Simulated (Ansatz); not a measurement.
Input file for Ansatz (a program for electronic structure): U-PBE0/def2-TZVPP on InW, 2S+1 = 2, a spin state set in the input, which need not be the lowest. Elements past Kr take the def2 small-core potentials; no spin–orbit coupling.

Ansatz 0.2 input:
```yaml
crystal:
  periodic: [false, false, false]
  atoms:
    - {symbol: W, position_ang: [0.00000000, 0.00000000, 0.00000000]}
    - {symbol: In, position_ang: [0.00000000, 0.00000000, 2.88800000]}
basis:
  gaussian:
    orbitals: def2-TZVPP
hamiltonian:
  xc: {name: PBE0}
magnetization: {spin_polarized: true, initial_magnetization: 1}
relax: {f_tol: 0.002, max_steps: 120}
```

Program output:

```
WARN ansatz: RAYON_NUM_THREADS=1 ignored (pool sized by the plan → 1); use --threads N
Functional definition: PBE0
integrals: 0.03 GiB planned
881 factors; their error is unknown
mean field: 0.43 GiB planned
mean field evaluation 1: about -6991.0441 eV, gradient 2.0e1 eV
mean field evaluation 2: about -6943.2216 eV, gradient 7.7e1 eV
mean field evaluation 4: about -6993.0193 eV, gradient 5.0e0 eV
mean field evaluation 8: about -6993.1483 eV, gradient 1.4e-1 eV
mean field evaluation 16: about -6994.4932 eV, gradient 3.0e0 eV
mean field evaluation 32: about -6994.7114 eV, gradient 1.8e-5 eV
mean field evaluation 64: about -6993.7763 eV, gradient 1.4e0 eV
mean field evaluation 96: about -6993.9648 eV, gradient 5.6e-1 eV
mean field evaluation 128: about -6994.7361 eV, gradient 6.0e-2 eV
mean field evaluation 160: about -6994.7041 eV, gradient 1.9e0 eV
mean field evaluation 192: about -6994.7086 eV, gradient 1.0e-5 eV
mean field -6994.73788992 eV, -257.0518762510 hartree, gradient 9.7e-8 eV, S^2 2.685439; 12 other end points of the search recorded, 0 dependent functions left out
the calculation of the forces begins
reference -6994.73791667 eV, -257.0518772339 hartree; 18, 17 occupied and 88, 89 virtual orbitals, 881 factors
relax step   1: F+E_penalty+E_count = -6994.73788992 eV  Δ(F+E_penalty+E_count) = +0.000e0 eV  max|allowed force component| = 5.534e-1 eV/Å  Δτ_max = 0.0000 Å  (1305 SCF iters, accepted)
these checks for a lower state are left out or cut short: starts, cluster_reference, orbital_swaps, neighbouring_geometries, increment
integrals: 0.03 GiB planned
881 factors; their error is unknown
mean field: 0.43 GiB planned
mean field evaluation 224: about -6994.7370 eV, gradient 4.5e-3 eV
mean field -6994.76786528 eV, -257.0529778251 hartree, gradient 1.1e-7 eV, S^2 2.669963; 1 other end points of the search recorded, 0 dependent functions left out
the calculation of the forces begins
reference -6994.76789173 eV, -257.0529787973 hartree; 18, 17 occupied and 88, 89 virtual orbitals, 881 factors
relax step   2: F+E_penalty+E_count = -6994.76786528 eV  Δ(F+E_penalty+E_count) = -2.998e-2 eV  max|allowed force component| = 1.683e-1 eV/Å  Δτ_max = 0.0405 Å  (286 SCF iters, accepted)
these checks for a lower state are left out or cut short: starts, cluster_reference, orbital_swaps, neighbouring_geometries, increment
integrals: 0.03 GiB planned
881 factors; their error is unknown
mean field: 0.43 GiB planned
mean field -6994.77026427 eV, -257.0530659862 hartree, gradient 5.4e-8 eV, S^2 2.664600; 1 other end points of the search recorded, 0 dependent functions left out
the calculation of the forces begins
reference -6994.77029063 eV, -257.0530669550 hartree; 18, 17 occupied and 88, 89 virtual orbitals, 881 factors
relax step   3: F+E_penalty+E_count = -6994.77026427 eV  Δ(F+E_penalty+E_count) = -2.399e-3 eV  max|allowed force component| = 3.366e-2 eV/Å  Δτ_max = 0.0118 Å  (393 SCF iters, accepted)
these checks for a lower state are left out or cut short: starts, cluster_reference, orbital_swaps, neighbouring_geometries, increment
integrals: 0.03 GiB planned
881 factors; their error is unknown
mean field: 0.43 GiB planned
mean field evaluation 256: about -6994.7097 eV, gradient 1.6e-3 eV
mean field -6994.77035845 eV, -257.0530694474 hartree, gradient 4.2e-8 eV, S^2 2.663191; 1 other end points of the search recorded, 0 dependent functions left out
the calculation of the forces begins
reference -6994.77038479 eV, -257.0530704153 hartree; 18, 17 occupied and 88, 89 virtual orbitals, 881 factors
relax step   4: F+E_penalty+E_count = -6994.77035845 eV  Δ(F+E_penalty+E_count) = -9.418e-5 eV  max|allowed force component| = 1.778e-3 eV/Å  Δτ_max = 0.0029 Å  (320 SCF iters, accepted)
integrals: 0.03 GiB planned
881 factors; their error is unknown
mean field: 0.43 GiB planned
mean field evaluation 288: about -6993.2905 eV, gradient 1.9e-1 eV
mean field evaluation 320: about -6976.1501 eV, gradient 4.2e2 eV
mean field evaluation 352: about -6994.6297 eV, gradient 2.4e0 eV
mean field evaluation 384: about -6994.6934 eV, gradient 3.8e-1 eV
mean field evaluation 416: about -6994.2513 eV, gradient 6.6e-2 eV
mean field evaluation 448: about -6994.5747 eV, gradient 2.0e-2 eV
mean field evaluation 480: about -6994.0557 eV, gradient 5.6e-4 eV
mean field evaluation 512: about -6994.7677 eV, gradient 6.7e-2 eV
mean field evaluation 544: about -6993.7909 eV, gradient 1.2e-1 eV
mean field evaluation 576: about -6994.7656 eV, gradient 7.5e-1 eV
mean field evaluation 608: about -6994.7293 eV, gradient 2.5e-6 eV
mean field -6994.77035845 eV, -257.0530694474 hartree, gradient 4.2e-8 eV, S^2 2.663191; 23 other end points of the search recorded, 0 dependent functions left out
the calculation of the forces begins
reference -6994.77038479 eV, -257.0530704153 hartree; 18, 17 occupied and 88, 89 virtual orbitals, 881 factors
Total energy: -6994.77038479 eV, -257.0530704153 hartree
Atom 0 at    -0.000000    -0.000000     0.055193 Å, force    -0.000000     0.000000    -0.001778 eV/Å
Atom 1 at     0.000000     0.000000     2.832807 Å, force     0.000000    -0.000000     0.001778 eV/Å
Dipole moment:     0.000001    -0.000000     0.032909 e Å
```

The run converged. Its determinant has ⟨S²⟩ = 2.66, a mixture of spin states.

Cost: around 4 core-minutes (rough).
